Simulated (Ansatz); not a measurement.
Harmonic frequencies (cm⁻¹) at PBE0-D4/def2-TZVP from Ansatz: 62, 322, 357, 461, 584, 649, 657, 738, 810, 843, 882, 959, 994, 1055, 1097, 1130, 1288, 1317, 1433, 2236, 2239, 3112, 3120, 3186.

(1) Which molecule is it?
A. `C=C[SiH](O)Cl`
B. `ClC1C[SiH2]O1`
C. `OC1(Cl)C[SiH2]1`
D. `F[SiH]1COC=N1`

Results:

(1) B.
